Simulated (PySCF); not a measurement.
## Electron correlation in I²⁺ (iodine, charge +2)

Starting occupation: [Kr] 4d10 5s2 5p3, 5p1/2 with m_j = -1/2, +1/2, 5p3/2 with m_j = +3/2. Computed with PySCF 2.14 in x2c-TZVPPall-2c with one added diffuse shell each of s, p, d, f type (9s10p6d3f, 90 functions), with X2C-1e with screened-nucleus spin-orbit coupling, Gaussian nucleus. Frozen: [Kr]; 15 electrons correlated; the 8 highest virtual spinors left out.

MP2 pair energies summed by pair of shells (mhartree):

| pair | energy | share (%) |
| --- | --- | --- |
| 4d-4d | -254.54 | 58.2 |
| 4d-5p | -63.62 | 14.5 |
| 4d-5s | -56.98 | 13.0 |
| 5p-5s | -40.37 | 9.2 |
| 5p-5p | -14.30 | 3.3 |
| 5s-5s | -7.48 | 1.7 |

Total MP2 correlation energy: -437.29 mhartree.

The virtual space was cut to 110 spinors, which keep -437.22 of the -437.29 mhartree of MP2 correlation.

```json
{"level": "CCSD", "correlation energy (mhartree)": "-412.27"}
```

Diagnostics: T1 = 0.010, largest double amplitude 0.045.

Cost of the coupled-cluster step: 410 s of wall time on 4 threads of Intel(R) Xeon(R) Platinum 8488C (shared host), for 15 occupied and 110 virtual spinors.

Iterations:

```
Init t2, MP2 energy = -0.437216951025582
CCSD nocc = 15, nmo = 125
Init t2, MP2 energy = -0.437216951025582
Init E_corr(GCCSD) = -0.437216951025582
cycle = 1  E_corr(GCCSD) = -0.405113451681994  dE = 0.0321034993  norm(t1,t2) = 0.0403416
cycle = 2  E_corr(GCCSD) = -0.41200241022222  dE = -0.00688895854  norm(t1,t2) = 0.0106327
cycle = 3  E_corr(GCCSD) = -0.41172323473107  dE = 0.000279175491  norm(t1,t2) = 0.00655808
cycle = 4  E_corr(GCCSD) = -0.412400329624131  dE = -0.000677094893  norm(t1,t2) = 0.00515304
cycle = 5  E_corr(GCCSD) = -0.412203162489083  dE = 0.000197167135  norm(t1,t2) = 0.00334074
cycle = 6  E_corr(GCCSD) = -0.412260048475273  dE = -5.68859862e-05  norm(t1,t2) = 0.000856321
cycle = 7  E_corr(GCCSD) = -0.412263110986626  dE = -3.06251135e-06  norm(t1,t2) = 0.000522863
cycle = 8  E_corr(GCCSD) = -0.412260190952353  dE = 2.92003427e-06  norm(t1,t2) = 0.00024085
cycle = 9  E_corr(GCCSD) = -0.412265140830091  dE = -4.94987774e-06  norm(t1,t2) = 0.000100198
cycle = 10  E_corr(GCCSD) = -0.412265290307989  dE = -1.49477899e-07  norm(t1,t2) = 7.41029e-05
cycle = 11  E_corr(GCCSD) = -0.412265362464253  dE = -7.21562635e-08  norm(t1,t2) = 5.04361e-05
cycle = 12  E_corr(GCCSD) = -0.41226511015827  dE = 2.52305983e-07  norm(t1,t2) = 1.18826e-05
cycle = 13  E_corr(GCCSD) = -0.412265146303583  dE = -3.61453132e-08  norm(t1,t2) = 2.01063e-06
cycle = 14  E_corr(GCCSD) = -0.412265113162715  dE = 3.3140868e-08  norm(t1,t2) = 6.35496e-07
cycle = 15  E_corr(GCCSD) = -0.412265103701752  dE = 9.46096357e-09  norm(t1,t2) = 2.13468e-07
GCCSD converged
E(GCCSD) = -7113.207238421795  E_corr = -0.4122651037017518
```

The GHF reference relaxed away from the jj start to a determinant that is no pure jj level (⟨S²⟩ = 3.60, ⟨J²⟩ = 3.76); the energies belong to that determinant.

This basis was not built for core-valence correlation, so the inner-shell part is incomplete.
